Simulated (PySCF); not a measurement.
**J couplings in C2H4AsN**

Geometry:
```tsv
atom	x (Å)	y (Å)	z (Å)
N1	1.676	0.915	1.266
C2	1.077	0.197	0.581
C3	0.301	-0.673	-0.272
As4	-1.550	-0.026	-0.656
H5	0.808	-0.803	-1.240
H6	0.210	-1.669	0.188
H7	-1.115	1.399	-0.973
H8	-1.856	0.327	0.794
```

Couplings: B3LYP/pcJ-1 (pcSseg-1 on As) in PySCF, geometry PBE0-D3(BJ)/def2-SVP; gas phase, one conformer, non-relativistic. Couplings are averaged over pairs made equivalent by symmetry, fast rotation or ring inversion, so a value needn't be that of the named pair in this geometry, while other rotamers aren't included; one pair stands for each set, and the list holds those of at least 0.8 Hz over up to four bonds.

Isotopes: 13C, 1H, 15N.

| pair | bonds | J (Hz) |
| --- | --- | --- |
| N1, C2 | 1 | ? |
| C2, C3 | 1 | 69.7 |
| C3, H5 | 1 | 148.7 |
| N1, C3 | 2 | 4.1 |
| C2, H5 | 2 | -8.6 |
| C3, H7 | 2 | -1.8 |
| H5, H6 | 2 | -17.6 |
| H7, H8 | 2 | -12.1 |
| N1, H5 | 3 | ? |
| C2, H7 | 3 | 4.5 |
| H5, H7 | 3 | ? |

Task: Estimate the withheld couplings, with signs.

Result: 
- 1J(N1,C2) = -18.6 Hz (bond length 1.159 Å)
- 3J(N1,H5) = -1.7 Hz
- 3J(H5,H7) = 7.3 Hz (mean over equivalent pairs that range from 1.5 to 13.2 Hz in this conformer)

Relativistic effects of the heavier atoms present are left out.
